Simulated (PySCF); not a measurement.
This PySCF input asks for the NMR shieldings of `CC(B(SC)CBF)C`, C5H13B2FS; the geometry comes from GFN2-xTB.

```python
import basis_set_exchange as bse
import numpy as np
from pyscf import gto, dft
from pyscf.prop import nmr

atoms = """
C     1.602599    2.498206   -0.443319
S    -0.044976    1.721778   -0.587316
B     0.089910    0.154793    0.234947
C     1.439971   -0.334841    0.923458
B     2.279525   -1.107670   -0.156935
F     2.014541   -2.378499   -0.388118
C    -1.204301   -0.785169    0.231757
C    -2.390029   -0.122293    0.949693
C    -1.621690   -1.145546   -1.202646
H     1.804031    2.734677    0.596793
H     1.564687    3.411335   -1.027979
H     2.358377    1.828898   -0.838655
H     2.008555    0.496731    1.337028
H     1.182349   -1.014655    1.735937
H     3.126219   -0.634649   -0.823975
H    -0.993510   -1.727201    0.751142
H    -2.135910    0.105410    1.983016
H    -2.660461    0.805474    0.450074
H    -3.254657   -0.783352    0.945314
H    -1.885264   -0.246846   -1.756224
H    -2.482345   -1.811675   -1.190805
H    -0.808032   -1.645519   -1.724035
"""
names = dict.fromkeys(["C", "S", "B", "F", "H"], "pcSseg-1")
basis = {el: gto.basis.parse(bse.get_basis(n, elements=[el], fmt="nwchem")) for el, n in names.items()}
mol = gto.M(atom=atoms, basis=basis, charge=0, verbose=0)
mf = dft.RKS(mol, xc="PBE0")
mf.grids.level = 2
mf.grids.alignment = dft.numint.BLKSIZE   # the property module wants whole blocks of grid points
mf.conv_tol = 1e-9
mf.kernel()

calc = nmr.RKS(mf)   # GIAO
C = mf.mo_coeff
Co = C[:, mf.mo_occ > 0]
resp = mf.gen_response(singlet=True, hermi=2)
def vind(x):   # induced exchange potential for any number of trial vectors
    d = np.einsum("pi,xij,qj->xpq", C, 2 * x.reshape(-1, C.shape[1], Co.shape[1]), Co, optimize=True)
    return np.einsum("xpq,pi,qj->xij", resp(d - d.transpose(0, 2, 1)), C, Co, optimize=True).ravel()
mo1, _ = nmr.rhf.solve_mo1(calc, with_cphf=vind)
sigma = calc.kernel(mo1)
for i, s in enumerate(sigma):   # ppm
    print("%2d %-2s %9.2f" % (i, mol.atom_pure_symbol(i), np.trace(s) / 3))
```

**Question.** What are the results?

**Answer.** 
```
 0 C     169.20
 1 S     448.21
 2 B      25.82
 3 C     149.93
 4 B      47.39
 5 F     174.98
 6 C     156.22
 7 C     163.37
 8 C     162.67
 9 H      29.24
10 H      29.41
11 H      29.20
12 H      29.44
13 H      29.73
14 H      26.17
15 H      29.90
16 H      30.54
17 H      30.67
18 H      30.60
19 H      30.83
20 H      30.69
21 H      30.62
```

These numbers come from an equivalent density-fitted implementation of the same equations, which agrees with the script to about 0.01 ppm for H and up to a few tenths of a ppm for heavy atoms, so last digits may differ.

Size and cost of the density-fitted run: 225 basis functions, 68 s wall time on 1 thread of an Intel Xeon, shared host; peak memory 0.96 GiB.
